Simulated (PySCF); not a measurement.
# Magnetic susceptibility: `InChI=1S/C5H11B2F/c6-5(7-8)4-2-1-3-4/h4-5,7H,1-3,6H2/t5-/m1/s1`

Geometry (Å), atoms numbered from 1 in this order:
```xyz
19

B    -1.845   -0.310   -1.601
C    -1.144   -0.191   -0.199
B    -2.140    0.679    0.669
F    -3.238    0.123    1.138
C     0.277    0.370   -0.235
C     1.355   -0.517   -0.888
C     2.268   -0.277    0.324
C     1.080    0.334    1.081
H    -1.502    0.371   -2.487
H    -2.726   -1.062   -1.750
H    -1.129   -1.186    0.260
H    -1.982    1.813    0.930
H     0.267    1.370   -0.669
H     1.735   -0.180   -1.850
H     1.038   -1.555   -0.981
H     2.711   -1.165    0.771
H     3.057    0.445    0.122
H     1.258    1.294    1.560
H     0.650   -0.348    1.813
```

Method used: GIAO KT3/pcSseg-1 magnetisability, rotational g tensor and spin-rotation constants, non-relativistic, gas phase (PySCF). Geometry: GFN2-xTB.

(1) How diamagnetic is it, and how anisotropic?

(2) Split it along the inertial axes a, b, c into diamagnetic and paramagnetic parts about the centre of mass, with the quadrupole moment.

(3) And the rotational g tensor?

Answers

(1) Isotropic -1015 × 10⁻³⁰ J/T², or -61.1 × 10⁻⁶ cm³/mol; principal values -1295, -1091, -660 × 10⁻³⁰ J/T², anisotropy 561 × 10⁻³⁰ J/T² (root of half the summed squared differences of the principal values). The susceptibility is in cgs units.

(2) 
| axis | χ (10⁻⁶ cm³/mol) | diamagnetic (10⁻⁶ cm³/mol) | paramagnetic (10⁻⁶ cm³/mol) | summed x² of all electrons (Å²) | quadrupole Θ (D Å) |
| --- | --- | --- | --- | --- | --- |
| a | -68.3 | -426.3 | 358.0 | 234.6 | -3.66 |
| b | -65.7 | -1105.2 | 1039.4 | 74.6 | -0.34 |
| c | -49.4 | -1311.9 | 1262.6 | 25.9 | +3.99 |

Anisotropies 2χaa − χbb − χcc = -21.6 and 2χbb − χaa − χcc = -13.8 × 10⁻⁶ cm³/mol. Θ is traceless in Buckingham's convention.

(3) 
| axis | rotational constant (GHz) | g | nuclear part | electronic part |
| --- | --- | --- | --- | --- |
| a | 3.9816 | -0.0399 | 0.6298 | -0.6697 |
| b | 1.1587 | -0.0141 | 0.5517 | -0.5658 |
| c | 0.9647 | -0.0203 | 0.5519 | -0.5722 |

Asymmetric top; isotopes 11B, 12C, 19F, 1H; no vibrational averaging.
